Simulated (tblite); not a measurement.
Compound: CH2Cl3SSi (doublet state).
Bonds: S1–Si2, Si2–C3, C3–Cl4, C3–Cl5, C3–Cl6. Hydrogens: H7, H8 on Si2.

Computed geometry: GFN2-xTB, gas phase. This method treats the open shell by occupation alone, without spin polarisation.

Question: List the bond lengths, angles and torsions at this level.

Answer: 
```tsv
bond	length (Å)	order
S1–Si2	2.077	single
Si2–C3	1.974	single
C3–Cl4, C3–Cl5, C3–Cl6	1.767	single
Si2–H7, Si2–H8	1.454	single
```

Bonds in one row agree within 0.01 Å and their mean is given. Orders are formal, as drawn. A selection of angles:
```tsv
angle	degrees
S1–Si2–C3	108.4
S1–Si2–H7	113.1
C3–Si2–H7	103.2
H7–Si2–H8	114.9
Si2–C3–Cl4	110.8
Si2–C3–Cl6	107.0
Cl4–C3–Cl5	109.8
```

Torsions: S1–Si2–C3–Cl4 -61° (synclinal).

Si2 (silicon bonded to C, S and 2 H) is distorted tetrahedral (angles from 102.9° to 114.9°). All 3 C–Cl bonds measure 1.766 to 1.769 Å.

Point group: Cs (tolerance 0.08 Å). Its GFN2-xTB frequencies are all real (lowest 50 cm⁻¹).

Time: 0.43 s. Hardware: one thread of an Arm Neoverse V1, shared host with 32 logical CPUs at a one-minute load of 29. This is the geometry optimisation.
